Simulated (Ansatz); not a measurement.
The cation of `C[P+](C)(C)[Ag-][Cl]` at the neutral geometry.

```yaml
crystal:
  periodic: [false, false, false]
  atoms:
    - {symbol: C, position_ang: [-0.657475, -0.644607, 1.462863]}
    - {symbol: P, position_ang: [-0.036329, 0.241829, 0.001802]}
    - {symbol: C, position_ang: [1.706155, -0.270080, -0.087302]}
    - {symbol: C, position_ang: [-0.804540, -0.649072, -1.384704]}
    - {symbol: Ag, position_ang: [-0.393311, 2.534356, 0.015435]}
    - {symbol: Cl, position_ang: [-0.749736, 4.794650, 0.027641]}
    - {symbol: H, position_ang: [-0.456848, -1.716246, 1.388876]}
    - {symbol: H, position_ang: [-1.732656, -0.484458, 1.555720]}
    - {symbol: H, position_ang: [-0.178161, -0.248937, 2.359511]}
    - {symbol: H, position_ang: [2.158047, 0.133207, -0.994719]}
    - {symbol: H, position_ang: [1.797516, -1.359015, -0.091385]}
    - {symbol: H, position_ang: [2.248357, 0.134185, 0.768770]}
    - {symbol: H, position_ang: [-0.419357, -0.257081, -2.327183]}
    - {symbol: H, position_ang: [-0.598221, -1.720678, -1.327880]}
    - {symbol: H, position_ang: [-1.883451, -0.488063, -1.367455]}
basis:
  gaussian: {orbitals: def2-TZVPP}
total_charge: 1
magnetization: {spin_polarized: true, initial_magnetization: 1}
hamiltonian: {xc: r2scan, dispersion: d4}
```

```sh
$ ansatz run in.yaml --threads 2 --pin off --events-out ev --progress --plain --backend cuda
```

Output, abridged:

```
Functional definition: r2SCAN
1996 factors; their error is unknown
mean field evaluation 1: about -29040.4010 eV, gradient 7.3e1 eV
mean field evaluation 2: about -29001.5843 eV, gradient 1.1e2 eV
mean field evaluation 4: about -29059.6366 eV, gradient 2.5e1 eV
mean field evaluation 8: about -29062.8346 eV, gradient 7.9e0 eV
mean field evaluation 16: about -29063.3454 eV, gradient 3.5e-2 eV
mean field evaluation 32: about -29063.3456 eV, gradient 9.3e-4 eV
mean field evaluation 96: about -29063.3436 eV, gradient 1.8e-3 eV
mean field evaluation 160: about -29063.3452 eV, gradient 4.9e-4 eV
mean field -29063.34561403 eV, -1068.0582514725 hartree, gradient 7.5e-6 eV, S^2 0.753586; 7 other end points of the search recorded, 0 dependent functions left out
reference -29063.34563375 eV, -1068.0582521970 hartree; 39, 38 occupied and 320, 321 virtual orbitals, 1996 factors
Total energy: -29063.44503412 eV, -1068.0619050931 hartree
```

Hardware: 2 threads of an AMD EPYC 7R13 on a shared host and a share of an NVIDIA H100 80 GB. Wall time 89 s, peak host memory 1.1 GiB.
